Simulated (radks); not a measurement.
All-electron atom: Zn I in [Ar] 3d10 4s2.

Method: non-relativistic Kohn-Sham, PBEsol, spin-polarised, spherical densities, point nucleus; hard spherical wall at 1.5 bohr; computed with a radial shooting solver on a logarithmic mesh with Libxc functionals.

Energy parts (Ry):
| part | energy |
|---|---|
| total | -3512.27315 |
| kinetic | 3689.63576 |
| electron-nucleus | -8780.88592 |
| Hartree | 1728.02923 |
| exchange-correlation | -149.05222 |

Orbitals (lengths in bohr, moments of r in powers of bohr; r(max) is where P^2 peaks; r(90%) holds 90 % of the orbital's charge):
orbital	occ.	eigenvalue (Ry)	r(max)	r(90%)
1s	2	-682.3076	0.03373	0.0911
2s	2	-75.35440	0.1929	0.357
2p	6	-65.41717	0.1538	0.328
3s	2	-3.43641	0.6155	1.01
3p	6	-0.21893	0.6190	1.03
3d	10	5.53730	0.5982	1.06
4s	2	14.93459	1.114	1.27
4p	0	16.63700	1.118	1.27
4d	0	18.93939	1.113	1.26
5s	0	43.96188	1.266	1.32

The highest occupied level is 4s at 203.20 eV. The electron density at the nucleus is 1.862e+04 e/bohr^3. Summed over all electrons, <r^2> = 12.15 bohr^2, which gives a Langevin (diamagnetic) susceptibility term of -9.62 x 10^-6 cm^3/mol.
